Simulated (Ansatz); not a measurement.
A barrier at the coupled-cluster level

Start structure (BN$_{2}$H$_{4}$F, singlet), relaxed at PBE0-D4/def2-TZVP:

B1  (-0.265, 0.302, -0.180)
N2  (1.117, 0.577, -0.156)
N3  (-0.861, -0.869, 0.330)
H4  (-0.354, -1.619, 0.761)
F5  (-1.077, 1.227, -0.733)
H6  (1.484, 1.430, -0.535)
H7  (1.808, -0.038, 0.229)
H8  (-1.853, -1.010, 0.285)
(Å)

The step: BN₂H₄F ([NH2][B]([NH2])[F]) → BNHF ([NH][B][F]) + NH₃ (still joined by a long B–N bond); bonds formed: N2–H4; bonds broken: N3–H4; bonds weakened to dative contacts: B1–N2. Program: Ansatz 0.2.0. Basis: def2-TZVPP and def2-QZVPP. Cores are frozen in the correlated methods. Extrapolation: Hartree–Fock as exp(−7.88 √X), correlation as X^−2.97. Energies below are by CCSD(T) at an estimated basis limit (MP2 extrapolated from triple and quadruple zeta, plus CCSD(T) − MP2 in triple zeta).

**Question.** What are the electronic barrier and the energy of the step, from the start structure to the end structure? (An estimate is asked for; the value comes from the calculation.)

**Answer.** The calculation gives: Barrier 261.6 kJ/mol; step energy 203.0 kJ/mol (uphill); reverse barrier, their difference, 58.6 kJ/mol. Barrier and step energy count from the start structure, the reverse barrier from the end structure.

The saddle point: One imaginary mode of 1510i cm⁻¹.
```csv
pair,start (Å),saddle (Å),end (Å)
N2–H4,2.80,1.23,1.02
B1–N2,1.41,1.57,1.62
N3–H4,1.00,1.40,2.34
```

Zero-point energy (harmonic, PBE0-D4): ZPE is 158.6 kJ/mol at the start and 148.2 kJ/mol at the saddle, so the barrier goes from 261.6 to 251.2 kJ/mol.

First-order rate constant out of the start structure at 498 K by transition-state theory, with harmonic vibrational free energies alone and no tunnelling: ΔA‡ = 256.2 kJ/mol, so k = (kB T/h) exp(−ΔA‡/kB T) ≈ 10^-14 s⁻¹ (an order of magnitude at best: rotation, the number of equivalent paths and anharmonicity are left out).

No T1 diagnostic of these runs exceeds 0.014.

Labels in which every atom is bracketed show which atoms are joined, not bond orders.

For scale, one of the runs: CCSD(T)/def2-TZVPP, 180 basis functions, launched by `ansatz run in.yaml --threads 2 --pin off --events-out ev --progress --plain --max-ram 4352MiB`. Time: 17 s of wall clock on 2 CPU threads of an Intel Xeon 6975P-C; the host was shared. Peak host memory: 2 GiB.
